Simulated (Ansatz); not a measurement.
Dimer: SiH4 (SMILES [SiH4]) (first 5 atoms) with CH3I (SMILES CI); geometry from B3LYP-D3(BJ)/def2-TZVP.
(charge 0, multiplicity 1):
```xyz
10

Si     0.14233     0.04489    -0.03850
H      1.28925    -0.85688     0.19585
H      0.23097     1.21992     0.85687
H     -1.12633    -0.67200     0.21983
H      0.15633     0.50879    -1.44608
C     -1.92128     0.35523     3.33691
I     -0.27238    -0.95017     3.80883
H     -2.50357    -0.12975     2.56225
H     -2.49790     0.49074     4.24443
H     -1.50046     1.29077     2.98747
```

Basis-set superposition error: the interaction energy with monomers in their own basis, and in the dimer's basis (counterpoise).

Codes used: Ansatz (Gaussian orbitals).  In def2 rows elements past Kr take small-core potentials, without spin–orbit coupling.

```
level                uncorrected (kcal/mol)  counterpoise (kcal/mol)  difference
-------------------  ----------------------  -----------------------  ----------
HF/def2-SVPD                           0.76                     1.13        0.37
HF/def2-TZVPPD                         1.07                     1.11        0.04
SVWN5/def2-TZVPPD                     -2.97                    -2.90        0.06
BLYP/def2-TZVPPD                       1.27                     1.32        0.05
B3LYP/def2-TZVPPD                      0.64                     0.68        0.04
wB97M-V/def2-TZVPPD                   -1.91                    -1.86        0.05
MP2/def2-TZVPPD                       -1.94                    -1.49        0.45
CCSD/def2-SVPD                        -2.14                    -0.78        1.36
CCSD/def2-TZVPPD                      -1.42                    -1.00        0.42
CCSD(T)/def2-TZVPPD                   -1.81                    -1.34        0.47
```

The error is largest for CCSD/def2-SVPD (1.36 kcal/mol) and smallest for HF/def2-TZVPPD (0.04 kcal/mol).

Ansatz is an electronic-structure program.
